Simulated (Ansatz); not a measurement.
Mulliken charges of F2HfI2, SMILES `[F][Hf]([F])([I])[I]` from r2SCAN/def2-TZVPP in Ansatz (PBE0-D4/def2-TZVP geometry).

```csv
atom,x (Å),y (Å),z (Å),charge (e)
F1,0.209,-0.525,1.900,-0.301
Hf2,0.111,-0.129,0.063,0.953
F3,1.342,-1.234,-0.832,-0.301
I4,-2.380,-0.644,-0.836,-0.175
I5,0.767,2.458,-0.336,-0.175
```

Q: By hand: the dipole of these point charges (1 e Å = 4.8032 D).

A: Σ q r = (-0.079, 0.089, -0.056) e Å, of length 0.132 e Å = 0.63 D.

Q: How does the dipole of the full density compare? (An estimate is asked.)

A: Computed: (-0.044, 0.049, -0.031) e Å, 0.35 D; the point charges give 1.80 times that, at 0° from its direction.

Point charges leave out the atoms' own dipoles, such as those of lone pairs, and Mulliken's split depends on the basis, so the two needn't agree.
